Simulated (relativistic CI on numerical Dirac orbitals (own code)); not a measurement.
## Hyperfine structure of Sm³⁵⁺, mass number 147

Method of calculation: Dirac-Coulomb-Breit CI, orbitals from a KLI potential per configuration, model QED, unscaled Slater integrals (own radial code, finite nucleus).

Configuration list (outside the closed core [Ne]): 3s²3p⁶3d⁹, 3s²3p⁵3d¹⁰, 3s3p⁶3d¹⁰, 3s²3p⁶3d⁸4s, 3s²3p⁶3d⁸4p, 3s²3p⁶3d⁸4d, 3s²3p⁴3d¹⁰4s, 3s²3p⁴3d¹⁰4p, 3s²3p⁵3d⁹4s, 3s²3p⁶3d⁸4f, 3s²3p⁴3d¹⁰4d, 3s²3p⁵3d⁹4p, 3s3p⁵3d¹⁰4s, 3s²3p⁶3d⁷4s², 3s3p⁵3d¹⁰4p, 3s²3p⁵3d⁹4d. Levels of other configurations are missing.

Nuclear spin I = 7/2, μ = -0.809 μN, Q = -0.26 b (tables of Stone and Pyykkö). The electronic factors are computed for point nuclear moments, without core polarisation or the Bohr-Weisskopf and QED corrections.

```
            Level   E (eV)  A (GHz)  B (GHz)
  3s²3p⁶3d⁹ ²D5/2    0.000   -4.517     10.3
  3s²3p⁶3d⁹ ²D3/2   27.673   -11.25     8.07
3s²3p⁵3d¹⁰ ²P°3/2  326.157   -22.21     48.2
3s²3p⁵3d¹⁰ ²P°1/2  455.071   -161.6         
  3s3p⁶3d¹⁰ ²S1/2  634.707     -521         
3s²3p⁶3d⁸4s ⁴F9/2  967.582   -23.31     6.74
3s²3p⁶3d⁸4s ²F7/2  970.003    14.09     6.24
3s²3p⁶3d⁸4s ²D3/2  976.435    28.81    -3.72
```

Levels with J = 0, under 50 % of one LS term, or S terms without an open s electron are left out. Small factors come from cancelling terms and can be off by tens of per cent or more.

At this charge energies of transitions that change n are usually good to better than 1 %, and those within a shell (Δn = 0) to a few per cent.

Give the hyperfine levels of 3s²3p⁶3d⁹ ²D5/2 relative to its centre of gravity.

With K = F(F + 1) − I(I + 1) − J(J + 1), E = AK/2 + B[¾K(K + 1) − I(I + 1)J(J + 1)]/[2I(2I − 1)J(2J − 1)]: F = 1: 56.34, F = 2: 44.36, F = 3: 27.49, F = 4: 7.065, F = 5: -15.15, F = 6: -36.94 GHz.

LS names give the leading component of a level, which can be under half, so a name can repeat, a term be missing and a line seem to break the LS rules.
